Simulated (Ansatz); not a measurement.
Ansatz (an electronic-structure program) input (CCSD(T)/cc-pV(T+d)Z):
A basis named .json is the Basis Set Exchange file of that set.

Ansatz 0.2 input:
```yaml
crystal:
  periodic: [false, false, false]
  atoms:
    - {symbol: C, position_ang: [1.73891752, -0.08966407, -0.57283165]}
    - {symbol: Si, position_ang: [-0.00067120, 0.04779463, 0.20006390]}
    - {symbol: C, position_ang: [-0.92217806, 1.27743450, -0.96908462]}
    - {symbol: C, position_ang: [-0.84339262, -1.62293794, -0.27593052]}
    - {symbol: N, position_ang: [0.14166134, 0.43413540, 1.80045606]}
    - {symbol: H, position_ang: [2.27501702, 0.85788050, -0.46596509]}
    - {symbol: H, position_ang: [2.32162023, -0.85774935, -0.05595021]}
    - {symbol: H, position_ang: [1.70246736, -0.34512730, -1.63762628]}
    - {symbol: H, position_ang: [-0.90512361, 0.96367124, -2.02056651]}
    - {symbol: H, position_ang: [-0.46838150, 2.27125855, -0.90215477]}
    - {symbol: H, position_ang: [-1.97132272, 1.37708066, -0.66861797]}
    - {symbol: H, position_ang: [-0.82957029, -1.81771490, -1.35584870]}
    - {symbol: H, position_ang: [-1.88964398, -1.62980394, 0.04999126]}
    - {symbol: H, position_ang: [-0.34001110, -2.45451234, 0.22724759]}
    - {symbol: H, position_ang: [-0.71736499, 0.53794925, 2.33248435]}
basis:
  gaussian:
    orbitals: cc-pV_T+d_Z.json
total_charge: -1
magnetization: {spin_polarized: false}
correlation: {method: ccsd_t, electrons: outside_noble_gas}
```

End of the output:

```
reference -12596.18769499 eV, -462.9013597884 hartree; 16, 16 occupied and 274, 274 virtual orbitals, 1673 factors
second order -24.48354662 eV of doubles, -0.00000000 eV of singles
coupled cluster: 14.11 GiB planned
cycle   1  -25.18211337 eV  change   -7.0e-1 eV  update   1.1e-1
cycle   2  -25.75079932 eV  change   -5.7e-1 eV  update   3.1e-2
cycle   3  -25.88256014 eV  change   -1.3e-1 eV  update   1.7e-2
cycle   4  -25.87805416 eV  change    4.5e-3 eV  update   4.0e-3
cycle   5  -25.87677047 eV  change    1.3e-3 eV  update   2.1e-3
cycle   6  -25.87707519 eV  change   -3.0e-4 eV  update   7.4e-4
cycle   7  -25.87689315 eV  change    1.8e-4 eV  update   3.2e-4
cycle   8  -25.87685115 eV  change    4.2e-5 eV  update   1.1e-4
cycle   9  -25.87687161 eV  change   -2.0e-5 eV  update   4.1e-5
cycle  10  -25.87687114 eV  change    4.7e-7 eV  update   1.6e-5
perturbative correction -1.06804816 eV, -0.0392500461 hartree
Total energy: -12623.13261429 eV, -463.8915673087 hartree
```

It need not be the lowest isomer of its formula. Whether it binds its extra electron was not tested at this geometry.
